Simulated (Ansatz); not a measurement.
Born–Oppenheimer molecular dynamics of AlCl₃FH (6 atoms, charge 0, multiplicity 1). It starts at the highest image of a converged band, a first-order saddle point between two minima.

Theory: RKS PBE0/def2-SVP in Ansatz.

```yaml
ensemble: NVE (velocity Verlet)
time_step: 0.5 fs
steps_asked: 200
starting_velocities_drawn_for: 300 K
seed: 6685
```

First frame:

```xyz
6
Properties=species:S:1:pos:R:3
Al 0.017 -0.351 -0.060
Cl 0.020 0.042 2.245
Cl 1.827 0.212 -0.924
Cl -1.823 0.139 -0.904
F 0.056 -1.992 0.639
H 0.049 -1.347 1.745
```

Task: How far do the bonds stretch over the last three quarters of this one trajectory? (Pairs bonded in most of those frames.)

Result: 
| bond | mean (Å) | spread (Å) | shortest | longest |
| --- | --- | --- | --- | --- |
| Al1–Cl2 | 2.127 | 0.039 | 2.07 | 2.19 |
| Al1–Cl3 | 2.100 | 0.017 | 2.07 | 2.12 |
| Al1–Cl4 | 2.093 | 0.017 | 2.06 | 2.12 |
| F5–H6 | 0.945 | 0.035 | 0.89 | 1.01 |

Mean temperature of the second half: 293 K. The conserved energy stayed within 0.24 meV per atom of its start (net change 0.094 meV per atom), so the integration is sound. A run of 0.1 ps of so small a system gives no equilibrium averages. The orbitals stay closed-shell, which can raise the energy where a bond breaks towards radicals; this wasn't checked here.

Run time: 5.1 min on 2 threads of Intel(R) Xeon(R) Platinum 8488C (Sapphire Rapids), with other jobs on the host, peak memory 0.21 GiB.
